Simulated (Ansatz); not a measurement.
Total energies of SiHMe2(NiPr2) (C8H21NSi) from Ansatz at HF/def2-TZVP, gas phase (1 Eh = 27.2114 eV = 2625.5 kJ/mol). The reference geometry is relaxed at r2SCAN-D4/def2-SVP.

| atom | x (Å) | y (Å) | z (Å) |
| --- | --- | --- | --- |
| Si1 | -0.5290 | 0.6157 | -1.4460 |
| H2 | -1.1577 | -0.4621 | -2.2725 |
| C3 | -1.8009 | 1.9720 | -1.1420 |
| H4 | -2.6997 | 1.5653 | -0.6505 |
| H5 | -2.1132 | 2.4455 | -2.0880 |
| H6 | -1.3954 | 2.7672 | -0.4938 |
| C7 | 0.9205 | 1.3487 | -2.4007 |
| H8 | 1.6595 | 0.5707 | -2.6522 |
| H9 | 1.4386 | 2.1268 | -1.8149 |
| H10 | 0.5822 | 1.8154 | -3.3412 |
| N11 | -0.0043 | -0.1161 | 0.0508 |
| C12 | 0.6556 | 0.7454 | 1.0360 |
| C13 | -0.1381 | 0.8655 | 2.3428 |
| C14 | 2.1133 | 0.3432 | 1.2912 |
| C15 | -0.1732 | -1.5322 | 0.3949 |
| C16 | -1.6493 | -1.9331 | 0.4913 |
| C17 | 0.6006 | -2.4560 | -0.5520 |
| H18 | 0.6827 | 1.7599 | 0.5905 |
| H19 | -0.2025 | -0.1042 | 2.8640 |
| H20 | 0.3408 | 1.5790 | 3.0333 |
| H21 | -1.1641 | 1.2111 | 2.1403 |
| H22 | 2.1791 | -0.6573 | 1.7505 |
| H23 | 2.6783 | 0.3207 | 0.3459 |
| H24 | 2.6065 | 1.0527 | 1.9758 |
| H25 | 0.2621 | -1.6681 | 1.4016 |
| H26 | -2.1458 | -1.8370 | -0.4886 |
| H27 | -2.1806 | -1.2854 | 1.2061 |
| H28 | -1.7596 | -2.9799 | 0.8206 |
| H29 | 0.5232 | -3.5097 | -0.2355 |
| H30 | 0.2044 | -2.3854 | -1.5786 |
| H31 | 1.6659 | -2.1782 | -0.5792 |

```
                 state   geometry  energy (Eh)
      charge 0 singlet  reference   -658.73041
      charge 1 doublet  reference   -658.49403
free Si atom (triplet)          –   -288.85079
 free H atom (doublet)          –     -0.49981
 free C atom (triplet)          –    -37.69248
 free N atom (quartet)          –    -54.40275
```

Q: Work out the vertical ionisation energy to the doublet.

A: E(charge 1 doublet) − E(charge 0 singlet) = -658.49403 − (-658.73041) = 0.23638 Eh = 6.43 eV. For comparison, −ε of the highest occupied level is 9.12 eV at this level, 2.69 eV more.

Q: What is the binding energy per atom against free atoms?

A: Atoms: 1 × (-288.85079) + 21 × (-0.49981) + 8 × (-37.69248) + 1 × (-54.40275) = -655.28939 Eh. Binding: -655.28939 − (-658.73041) = 3.44102 Eh = 93.63 eV, or 3.02 eV for each of 31 atoms (no zero-point energy, no counterpoise term).
